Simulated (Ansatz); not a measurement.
`[NH2][SbH][NH2]` + CH₄ → `[CH3][SbH][NH2]` + NH₃ at 700 K and 1 bar (formal exchange of groups at the Sb–N bond).

Isolated molecules relaxed with PBE0-D4/def2-TZVP in Ansatz; ΔE leaves out vibrations. CCSD(T)/CBS adds triple-zeta CCSD(T) − MP2 to the extrapolated MP2 energy (def2 sets, frozen cores). This one scheme is used for every species. def2 core potentials past Kr. For Sb outer-core shells are correlated without core-valence functions, which leaves a few kJ/mol of doubt a bond. One conformer a species, not always the lowest.

| species | CCSD(T)/CBS energy (Eh) | H − E (kJ/mol) | S (J/(mol·K)) |
| --- | --- | --- | --- |
| `[NH2][SbH][NH2]` | -352.42781 | 213.2 | 409.1 |
| CH₄ | -40.46206 | 145.9 | 224.0 |
| `[CH3][SbH][NH2]` | -336.37630 | 244.3 | 416.5 |
| NH₃ | -56.50880 | 116.9 | 226.5 |

H − E and S are ideal-gas, rigid-rotor, harmonic terms from PBE0-D4/def2-TZVP, for one conformer and one mirror image of each species. 1 Eh = 2625.50 kJ/mol, R = 8.31446 J/(mol·K).

**Question.** By hand: ΔE, ΔH, ΔS and ΔG.

**Answer.** ΔE = (-336.37630) + (-56.50880) − (-352.42781) − (-40.46206) = 0.00477 Eh = 12.5 kJ/mol. Δ(H − E) = 244.3 + 116.9 − 213.2 − 145.9 = 2.1, so ΔH = 14.6 kJ/mol. ΔS = 416.5 + 226.5 − 409.1 − 224.0 = 9.9 J/(mol·K). ΔG = 14.6 − 700 × (9.9)/1000 = 7.7 kJ/mol.

**Question.** By hand: the equilibrium constant, and the temperature at which ΔG would vanish if ΔH and ΔS stayed fixed.

**Answer.** log₁₀ K = −ΔG/(RT ln 10) = -0.6. ΔG = 0 at ΔH/ΔS = 1475 K, though so small a ΔS makes that figure unsure.

TΔS isn't small against ΔH here. A doubt of 5 kJ/mol in ΔE shifts log₁₀ K by 0.4 here. Other conformers and mirror images would add mixing entropy, several J/(mol·K) or more a flexible species. These are equilibria of isolated gas molecules and say nothing of rates. Largest T1 diagnostic: 0.014 (customary marks: 0.02 for closed shells, 0.045 for open ones).
